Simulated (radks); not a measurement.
Spin polarisation of the 3p1 shell in neutral aluminium. Start: [Ne] 3s2 3p(up 0.5, down 0.5); electrons of 3p are moved from spin down to spin up, other shells keep equal spins. All-electron calculation, scalar-relativistic Kohn-Sham, r2SCAN, spin-polarised, spherical densities, finite nucleus; meta-GGA in the generalised Kohn-Sham scheme; Fermi nuclear charge, rms radius of each element as measured or else 0.836 A^(1/3) + 0.57 fm. Program: a radial shooting solver on a logarithmic mesh with Libxc functionals.

| moment (Bohr magnetons) | E - E(0) (eV) | e(3p up) (eV) | e(3p down) (eV) | 3s down minus up (eV) | 2p down minus up (eV) |
|---|---|---|---|---|---|
| 0 | 0.000 | -2.655 | -2.655 | 0.000 | 0.000 |
| 0.25 | -0.016 | -2.774 | -2.519 | 0.233 | 0.021 |
| 0.5 | -0.064 | -2.879 | -2.363 | 0.470 | 0.043 |
| 0.75 | -0.146 | -2.972 | -2.181 | 0.715 | 0.064 |
| 1 | -0.262 | -3.057 | -2.001 | 0.974 | 0.084 |

At moment 1 the spin-polarisation energy is -0.262 eV and the 3p exchange splitting 1.057 eV, that is 1.057 eV per Bohr magneton; E = -I m^2/4 would give I = 1.050 eV.
